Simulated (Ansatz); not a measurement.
The cluster Ge3F3⁻, relaxed as a singlet with RKS r2SCAN-D4/def2-SVPD in Ansatz, starting from the GFN1-xTB geometry. Force threshold 0.02 eV/Å.

The restricted singlet is unstable towards broken spin symmetry at other levels; at r2SCAN-D4/def2-SVPD this wasn't settled. Another isomer (singlet) lies 0.06 eV lower at PBE0-D4/def2-TZVPD; other spin states weren't run for this one.

Start:

```xyz
6

Ge    0.818   -1.754   -0.300
Ge    0.231    0.388    0.225
Ge   -1.857    0.037   -0.627
F     2.568   -2.060    0.153
F    -2.871    1.557   -0.481
F     1.110    1.832    1.031
```

```csv
step,energy (eV),largest force component (eV/Å),SCF passes
1,-177679.2467,1.743,18
2,-177679.4307,0.424,29
3,-177679.4420,0.180,23
4,-177679.4553,0.402,29
5,-177679.4721,0.104,23
6,-177679.4739,0.042,22
7,-177679.4750,0.009,21
8,-177679.4757,0.021,23
9,-177679.4758,0.013,24
```

Force components are those of the run's own axes.

End:

```xyz
6

Ge    1.094   -1.991   -0.300
Ge    0.096    0.161    0.104
Ge   -2.177    0.192   -0.684
F     2.798   -1.819    0.332
F    -2.756    1.885   -0.322
F     0.945    1.572    0.871
```

By distances, no bond broke or formed. The bond that changes most is Ge2–Ge3, from 2.28 to 2.41 Å (atoms count from 1).

The force fell under the threshold at step 7, but the optimiser went on. No frequencies were taken in this run, so the end may be a saddle point.

It took 35 s on 4 threads of Arm Neoverse V1 on a shared host.
